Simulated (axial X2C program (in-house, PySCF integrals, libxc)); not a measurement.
Spin–orbit effects along a row: molecules with Al, HF

Computed with an in-house all-electron X2C program for linear molecules (integrals from PySCF), spin-free (one-electron X2C) or two-component (2c: spin–orbit coupling with atomic mean-field Coulomb and Gaunt terms, which also bring small scalar terms), in Dyall basis sets with cores contracted in-house; open shells are unrestricted.

Basis sets: Ag dyall-cv3z, Al dyall-v3z, I dyall-cv3z, Pd dyall-cv3z, Rb dyall-cv3z, Sn dyall-cv3z, Y dyall-cv3z.

```tsv
molecule	spin-free state	Re (Å)	ωe (cm⁻¹)	De (eV)	2c state	Re 2c (Å)	ωe 2c (cm⁻¹)	De 2c (eV)
RbAl	M_S = 1, Λ = 1	3.650	116.6	0.13	Ω = 2	3.652	116.4	0.12
AlY	M_S = 1, Λ = 0	2.845	272.3	0.81	Ω = 1	2.845	272.2	n/a
AlPd	M_S = 1/2, Λ = 0	2.305	294.5	n/a	Ω = 1/2	2.306	294.3	n/a
AlAg	M_S = 0, Λ = 0	2.711	198.9	0.51	Ω = 0	2.711	198.8	0.47
AlSn	M_S = 3/2, Λ = 0	2.736	237.2	1.36	Ω = 3/2	2.738	237.1	n/a
AlI	M_S = 0, Λ = 0	2.583	302.5	2.84	Ω = 0	2.586	301.2	2.54
```

Each entry is the lowest single determinant of a limited PBE0 search at one distance. De goes to single-determinant-based atoms at the same level (for ions the charge split of lowest energy) and is withheld (n/a) where an atom does not fit its ground term or J level. Main or longest-lived isotopes. One determinant is a doubtful description, or other states lie close, for RbAl, AlY, AlSn; these need not be ground states, and all values refer to the states named. Some open-shell Ω = 0 determinants are out of reach, so the Ω given for RbAl, AlY need not be the lowest component. With several unpaired electrons the Ω given is that of one determinant, not necessarily of the lowest component. Some light 2c atoms are not at their ground J level, so De misses part of their lowering (0.04 eV or less). Where the atoms have a lower orbital projection than the molecule, De at mean-field level may be about a tenth of an eV too small.
